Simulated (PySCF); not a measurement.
# Ionisation energy of Ir²⁺ by level of theory

Ir²⁺ [Xe] 4f14 5d7 (4F) → Ir³⁺ [Xe] 4f14 5d6 (5D), as a difference of total energies. Computed with PySCF 2.14 in aug-cc-pVTZ-PP with ECP60MDF (6s6p5d3f2g, 88 functions), with scalar relativity through the core potential. Correlated levels: valence: 5s2 5p6 frozen. The calculations carry no spin-orbit coupling.

```tsv
method	ionisation energy (eV)
UHF	27.433
LDA	29.492
PBE	29.276
PBE0	29.116
r2SCAN	28.965
BHandHLYP	29.011
M06-L	29.128
B2PLYP	29.062
wB97X-V	29.149
MP2 (valence)	28.758
SCS-MP2 (valence)	28.920
```

Problem. How much does correlation contribute at MP2 (valence)?

Solution. 28.758 − (27.433) = 1.325 eV, measured against UHF.

The reference lies between the lowest fine-structure levels, while these numbers refer to the centres of the terms.

Errors of the correlated levels include the incompleteness of this basis and the frozen core.

For comparison: 28 ± 1.6 eV (theoretical estimate listed by NIST; NIST Atomic Spectra Database, ionization energies).
